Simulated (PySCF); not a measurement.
C5H5FO2.
SMILES: `O=CO[C@@H]1C=C[C@@H]1F`

Method used: PySCF 2.14.0, density-fitted response routines, TDDFT PBE0/def2-SVPD, vertical, gas phase, core orbitals frozen in the response. One conformer (not necessarily the lowest) at the GFN2-xTB geometry, without solvent, vibrations or thermal averaging. Torsions of this conformer, `[O:1]=[CH:2][O:3][C@@H:4]1[CH:5]=[CH:6][C@@H:7]1[F:8]`: O1–C2–O3–C4 3°, C2–O3–C4–C5 -171°.

Lowest singlets, with some entries withheld (?).

```
state  E (eV)       f  main configurations (H = HOMO, L = LUMO)
   S1       ?       ?                                         ?
   S2    6.47   0.039       H→L (61%), H-2→L (19%), H-1→L (16%)
   S3       ?       ?                                         ?
   S4    7.00  0.0069                               H-3→L (78%)
   S5    7.37   0.043                H-1→L+1 (60%), H→L+1 (32%)
   S6    7.67   0.130                  H-2→L (65%), H-1→L (11%)
```

Question: Fill in the withheld entries.

Answer: 
- S1: E = 5.92 eV; f = 0.0034; H→L+1 (62%), H-1→L+1 (32%)
- S3: E = 6.82 eV; f = 0.0065; H-1→L (64%), H→L (20%), H-3→L (12%)

Question: Where do the lowest triplets lie (Tamm–Dancoff)?

Answer: T1 4.39 eV, H→L (59%), H-2→L (22%), H-1→L (14%); T2 5.33 eV, H→L+1 (60%), H-1→L+1 (33%). E(S1) − E(T1) = +1.52 eV.

Question: How far apart are S5 and S6, in eV and cm⁻¹?

Answer: 7.671 − 7.371 = 0.300 eV, or about 2420 cm⁻¹.

Question: What is the mean static polarisability from the same response equations?

Answer: 63.2 au (9.37 Å³), with principal values 52.6, 60.7 and 76.4 au.

Time: 24 s of wall time; peak memory 0.83 GiB. Hardware: Arm Neoverse V2, one thread (shared host).
